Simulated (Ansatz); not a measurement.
Relaxation of Cl₂GeH₂O (6 atoms, charge 0, multiplicity 1), to a largest force component of 0.03 eV/Å in at most 50 steps.

Level of theory: RHF/def2-SVP (Ansatz).

```xyz
6
Properties=species:S:1:pos:R:3:forces:R:3
Ge 0.043 0.010 -0.874 -0.24 -0.01 -0.24
Cl 1.715 0.076 2.113 0.52 -0.17 -1.32
H 2.170 -0.066 0.882 -0.32 0.16 1.53
O -1.088 1.334 -0.722 -0.01 0.00 0.00
H -2.013 1.163 -0.603 0.02 0.00 0.01
Cl -1.407 -1.672 -0.749 0.02 0.02 0.02
```

**Question.** Where does it end, and by what steps?

**Answer.** The run converged. After 13 steps the energy has fallen by 0.162 eV; H3 moved furthest, 0.78 Å.

```
step  energy less start (eV)  largest force component (eV/Å)  accepted
   0                  0.0000                           1.532       yes
   1                 -0.0876                           0.832       yes
   2                 -0.0959                           1.033       yes
   3                 -0.0645                           1.500        no
   4                 -0.1319                           0.333       yes
   5                 -0.1468                           0.115       yes
   6                 -0.1567                           0.063       yes
   7                 -0.1569                           0.058       yes
   8                 -0.0908                           1.869        no
   9                 -0.1573                           0.055       yes
  10                 -0.1600                           0.151       yes
  11                 -0.1606                           0.110       yes
  12                 -0.1611                           0.076       yes
  13                 -0.1620                           0.012       yes
```

```xyz
6
Properties=species:S:1:pos:R:3
Ge -0.108 0.073 -1.295
Cl 1.506 0.014 1.918
H 2.689 -0.105 1.463
O -1.203 1.361 -0.836
H -2.044 1.152 -0.453
Cl -1.420 -1.648 -0.751
```

Whether the end is a true minimum wasn't checked by a vibrational analysis.

The run took 51 s on 1 thread of Arm Neoverse N1, on a shared host, peak memory 0.18 GiB.
